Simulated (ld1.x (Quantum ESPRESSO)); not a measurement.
Before and after: RRKJ potential for carbon

- Element: C (Z = 6)
- Generator: ld1.x (Quantum ESPRESSO) 7.5
- Type: norm-conserving RRKJ (Kleinman–Bylander form)
- Functional: PBE
- Relativity: scalar-relativistic
- Frozen core: [He]
- Valence charge: 4
- Reference configuration: 2s2 2p1.5 (charge +0.5)
- Partial waves: 2p (bound): rc 2.05 bohr; 3d channel at 0.05 Ry: rc 2.05 bohr; 2s (bound): rc 1.00 bohr
- Local potential: the s channel
- Core correction: none
- rho0: 0.01

All-electron outer shells of the reference configuration (PBE, scalar-relativistic, ld1.x):

```
shell  level (eV)  outermost node (bohr)  outermost maximum (bohr)
   2s      -19.38                   0.38                      1.20
   2p      -10.72                      –                      1.16
```

Change: wave 2p (bound): rc 2.05 bohr becomes 2p (bound): rc 2.06 bohr.

Cutoffs: the cutoffs (Ry, on a coarse ladder) from which the occupation-weighted sum of valence levels, in a spherical-Bessel basis at the reference potential, stays within 10 and 1 mRy of its value at 400 Ry; they do not see the model core or the augmentation charge, which bear on the density cutoff. Errors are all-electron minus pseudo energies relative to the spin-unpolarised reference configuration.

**Question.** Predict the effect on cutoff, ghosts and configuration errors.

**Answer.** The potential gets neither clearly harder nor softer (35 Ry and 90 Ry → 35 Ry and 90 Ry); the s channel sets the loose cutoff, while the largest relative change is in p, which becomes softer; the errors of the 7 common tests hardly move; neither file shows a bound ghost.

```tsv
quantity	base	changed
cutoff, loose	35 Ry	35 Ry
cutoff, tight	90 Ry	90 Ry
loose cutoff by channel (10 mRy a level)	p 25 Ry, s 35 Ry	p 21 Ry, s 35 Ry
bound ghosts	none	none
error for 2s2 2p2, meV [ΔE -3.96 eV]	+4.8	+5.3
error for 2s2 2p1, meV [ΔE 6.90 eV]	+14	+16
error for 2s2 2p0, meV [ΔE 31.05 eV]	+289	+314
error for 2s1 2p3, meV [ΔE 4.51 eV]	+24	+26
error for 2s0 2p4, meV [ΔE 13.01 eV]	+33	+34
error for 2s1 2p0, meV [ΔE 79.25 eV]	+657	+708
error for 2s2 2p2.3, meV [ΔE -5.12 eV]	+7.8	+8.7
s: phases at 2.26 bohr within 0.05 rad from the reference energy up to (Ry; the scan ends near 5)	2.3	2.3
p: phases at 2.26 bohr within 0.05 rad from the reference energy up to (Ry; the scan ends near 5)	1.5	1.4
d: phases at 2.26 bohr within 0.05 rad from the reference energy up to (Ry; the scan ends near 5)	to the end of the scan	to the end of the scan
```
